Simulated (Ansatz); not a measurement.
Harmonic frequencies (cm⁻¹) at PBE0-D4/def2-TZVP from Ansatz: 98, 126, 158, 184, 229, 262, 538, 548, 641, 652, 859, 868, 2013, 3882, 3884.

Each molecule was computed in one conformer, which needn't be the lowest.

Problem. Which molecule is it?
A. `[OH][SnH]([OH])[Br]`
B. `N#[C][Sn]([Cl])([Cl])[Cl]`
C. `[F][Sn]([F])([SH])[SH]`
D. `F[C](F)(F)[Sn]([Cl])([Cl])[Cl]`

Solution. A.
